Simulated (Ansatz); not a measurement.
Cost and result up the ladder for the cluster Zn₇Se₆I₂ (15 atoms). The state is a singlet with charge 0. Geometry: r2SCAN-D4/def2-SVP.

Cartesian coordinates in Å:
```
Zn 1.246 -1.665 0.986
Zn -1.766 -0.660 1.507
Zn -1.329 1.992 2.397
Zn 1.979 1.063 0.693
Zn 0.931 1.358 -1.504
Zn -0.479 -1.508 -1.906
Zn -0.052 2.590 0.535
Se 3.126 -1.005 -0.381
Se -0.826 -2.562 0.354
Se -1.610 0.541 -0.863
Se -2.569 0.326 3.417
Se -1.065 2.722 -1.818
Se 1.894 -0.682 -2.428
I 1.831 -0.201 3.126
I -1.310 -2.309 -4.114
```

Ansatz on 2 threads of AMD EPYC 7R13 on a shared host and a share (18 GiB) of an NVIDIA H100 80GB HBM3. Times are rough, and most runs start from the orbitals of an earlier one. No level here is sound enough to serve as a yardstick. Binding counts from free atoms at the same level (Zn singlet, Se triplet, I doublet; other spins of the atoms weren't run), without zero-point energy or a counterpoise term.

In the def2 sets I takes a core potential; there is no spin–orbit coupling. Correlated methods freeze 125 core orbitals; core or outer-core shells of Se, I are correlated, in sets that lack core-valence functions. The rows differ in basis, and correlated rows in double-zeta sets carry the largest basis error. Single mean-field runs in def2-SVP, def2-TZVP are fitted with def2-universal-jkfit. Another isomer (singlet) lies 3.66 eV lower at PBE0-D4/def2-TZVP; other spin states weren't run for this one.

Correlated methods converge slowly with the basis, most of all in double-zeta sets.

```json
{"level": "r2SCAN-D4/def2-SVP", "functions": "461", "wall time": "15 s"}
{"level": "PBE-D4/def2-SVP (with forces)", "functions": "461", "wall time": "15 s"}
{"level": "PBE0-D4/def2-SVP", "functions": "461", "wall time": "18 s"}
{"level": "HF/def2-SVP", "functions": "461", "wall time": "18 s"}
{"level": "PBE-D4/def2-TZVP", "functions": "724", "wall time": "19 s"}
{"level": "MP2/def2-SVP", "functions": "461", "wall time": "21 s"}
{"level": "PBE0-D4/def2-TZVP", "functions": "724", "wall time": "25 s"}
```

Problem. Estimate what each level gives for the binding energy per atom (eV).

Solution. 
```json
{"level": "r2SCAN-D4/def2-SVP", "binding energy per atom (eV)": "2.31"}
{"level": "PBE-D4/def2-SVP (with forces)", "binding energy per atom (eV)": "2.26"}
{"level": "PBE0-D4/def2-SVP", "binding energy per atom (eV)": "2.20"}
{"level": "HF/def2-SVP", "binding energy per atom (eV)": "1.12"}
{"level": "PBE-D4/def2-TZVP", "binding energy per atom (eV)": "2.08"}
{"level": "MP2/def2-SVP", "binding energy per atom (eV)": "1.94"}
{"level": "PBE0-D4/def2-TZVP", "binding energy per atom (eV)": "2.07"}
```
